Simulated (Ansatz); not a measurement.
Relaxation of ClFGeH$_{2}$ (5 atoms, charge 0, multiplicity 1), to a largest force component of 0.02 eV/Å in at most 40 steps.

Computed with Ansatz 0.2.0, RKS B3LYP-D4/def2-SVP.

```xyz
5
Properties=species:S:1:pos:R:3
Ge 0.000 0.000 0.000
H 0.000 0.000 1.550
H 1.462 0.000 -0.516
Cl -1.046 1.812 -0.739
F -0.791 -1.371 -0.559
```

Problem. Where does it end, and by what steps?

Solution. The forces met the threshold. After 4 steps the energy has fallen by 0.122 eV; Ge1 moved furthest, 0.06 Å.

```tsv
step	energy less start (eV)	largest force component (eV/Å)	accepted
0	0.0000	2.337	yes
1	-0.0853	1.030	yes
2	-0.1202	0.205	yes
3	-0.1216	0.034	yes
4	-0.1218	0.019	yes
```

```xyz
5
Properties=species:S:1:pos:R:3
Ge 0.045 0.035 0.032
H -0.060 0.006 1.561
H 1.451 0.006 -0.576
Cl -1.014 1.761 -0.717
F -0.797 -1.369 -0.563
```

Whether the end is a true minimum wasn't checked by a vibrational analysis.

The run took 14 s on 1 thread of Intel(R) Xeon(R) Platinum 8488C (Sapphire Rapids), on a shared host, peak memory 0.17 GiB.
